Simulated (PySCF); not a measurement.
Compound: C7H8O3S.
Bonds: C1–C2 (double), C2–C3, C3–C4 (double), C4–C5, C5–S6, S6–O7 (double), S6–O8 (double), S6–O9, C5–C10 (double), C10–C11, C2–C10. Hydrogens: H12, H13 on C1; H14 on C3; H15 on C4; H16 on O9; H17, H18, H19 on C11.

A GFN2-xTB structure was refined with PySCF 2.14.0, PBE0-D3(BJ)/def2-SVP geometry optimisation, gas phase. Its GFN2-xTB values:

| coordinate | GFN2-xTB |
| --- | --- |
| C1=C2 | 1.348 Å |
| C1–H12 | 1.053 Å |
| C1–H13 | 1.105 Å |
| C2–C3 | 1.466 Å |
| C2–C10 | 1.478 Å |
| C3=C4 | 1.291 Å |
| C3–H14 | 1.069 Å |
| C4–C5 | 1.462 Å |
| C4–H15 | 1.098 Å |
| C5–S6 | 1.758 Å |
| C5=C10 | 1.359 Å |
| S6=O7 | 1.416 Å |
| S6–O9 | 1.645 Å |
| O9–H16 | 0.949 Å |
| C10–C11 | 1.480 Å |
| C11–H17 | 1.080 Å |
| C1–C2–C10 | 127.7° |
| C2–C10–C11 | 126.5° |
| C4–C5–S6 | 125.3° |
| C5–S6–O9 | 100.5° |
| C5–C10–C11 | 127.7° |
| S6–C5–C10 | 125.1° |
| O7–S6–O8 | 119.9° |
| O7–S6–O9 | 107.7° |
| C1–C2–C3–C4 | 178° |
| C1–C2–C10–C5 | -178° |
| C4–C5–S6–O7 | -144° |

How do these coordinates change at the PBE0-D3(BJ)/def2-SVP level?

| coordinate | PBE0-D3(BJ)/def2-SVP (Å or °) | change |
| --- | --- | --- |
| C3=C4 | 1.351 | +0.060 |
| C1–H12 | 1.093 | +0.040 |
| S6=O7 | 1.445 | +0.029 |
| C11–H17 | 1.102 | +0.022 |
| C3–H14 | 1.089 | +0.020 |
| O9–H16 | 0.969 | +0.020 |
| S6–O9 | 1.627 | -0.018 |
| C1–H13 | 1.093 | -0.012 |
| C4–H15 | 1.089 | -0.009 |
| C5–S6 | 1.750 | -0.008 |
| C4–C5 | 1.469 | +0.007 |
| C10–C11 | 1.485 | +0.005 |
| C1=C2 | 1.344 | -0.004 |
| C2–C10 | 1.482 | +0.004 |
| C5=C10 | 1.363 | +0.004 |
| C2–C3 | 1.467 | +0.001 |
| C4–C5–S6 | 121.4 | -3.9 |
| S6–C5–C10 | 127.5 | +2.4 |
| C5–C10–C11 | 130.0 | +2.3 |
| O7–S6–O9 | 105.4 | -2.3 |
| C1–C2–C10 | 125.4 | -2.3 |
| O7–S6–O8 | 122.1 | +2.2 |
| C5–S6–O9 | 102.6 | +2.1 |
| C2–C10–C11 | 124.8 | -1.7 |
| C4–C5–S6–O7 | -154 | -10 |
| C1–C2–C3–C4 | 180 | +2 |
| C1–C2–C10–C5 | 180 | -2 |

The energy falls by 0.321 eV over 18 energy and gradient evaluations, the largest force component goes from 0.0825 to 3.0e-04 Eh/bohr, and the atoms move by 0.149 Å rms after alignment. The bond that changes most is C3=C4 (both ends alkene CH carbon), which lengthens by 0.060 Å. Bonds longer at the end by more than 0.005 Å: 11 of 19; shorter: 4. Among the dihedrals that turn most is C5–S6–O9–H16, from -111° to -96°. Rotational constants go from 1970, 731.5, 603.4 to 1931, 728.2, 594.6 MHz.

The run used 198 basis functions and 138 SCF cycles in all.

Stationary, but not proved a minimum. The numbers are those of one conformer.
